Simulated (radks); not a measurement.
Spherical quantum dot in the effective-mass picture: electrons in a well V = -V0 / (1 + exp((r - R)/a)) with V0 = 47.8, R = 1.57, a = 0.18, with a point charge +1 (a donor) at the centre, all in effective atomic units (hartree* = m*/eps^2 hartree, bohr* = eps/m* bohr), one dielectric constant everywhere. Calculated with a radial shooting solver with Libxc functionals: non-relativistic Kohn-Sham, r2SCAN, spin-polarised, spherical densities, generalised Kohn-Sham scheme. Levels are named by radial order and angular momentum (1s, 1p, 1d, 2s, ...), and open shells are averaged over m. Results are scaled to m* = 0.242 and eps = 12.4, for which hartree* = 42.83 meV and bohr* = 2.711 nm.

N = 13, configuration 1s2 1p6 1d(up 5, down 0). This is the lowest configuration that the search found. Occupied and some empty levels:

level    occupation  eigenvalue (meV)  <r> (nm)
1s up             1           -1445.7     1.990
1s down           1           -1437.6     1.945
1p up             3           -1341.1     2.416
1p down           3           -1327.2     2.399
1d up             5           -1214.6     2.669
1d down           0           -1197.9     2.665
2s up             0           -1171.4     2.085
2s down           0           -1162.6     2.116
1f up             0           -1065.5     2.865
1f down           0           -1047.2     2.865
2p up             0           -976.80     2.404
2p down           0           -965.83     2.402

Energy (meV): total -20376.3, kinetic 2499.9, external -25949, Hartree 3614.5, exchange-correlation -541.29.

Electron density:

r (nm)  n(r) (e/nm^3)
0.229         0.07661
0.612         0.07326
0.995         0.08263
1.38          0.09833
1.76           0.1112
2.14           0.1108
2.53          0.09154
2.91          0.05894
3.29          0.02788
3.68         0.009067
4.06         0.002003
4.44        0.0003069
4.82       0.00003549
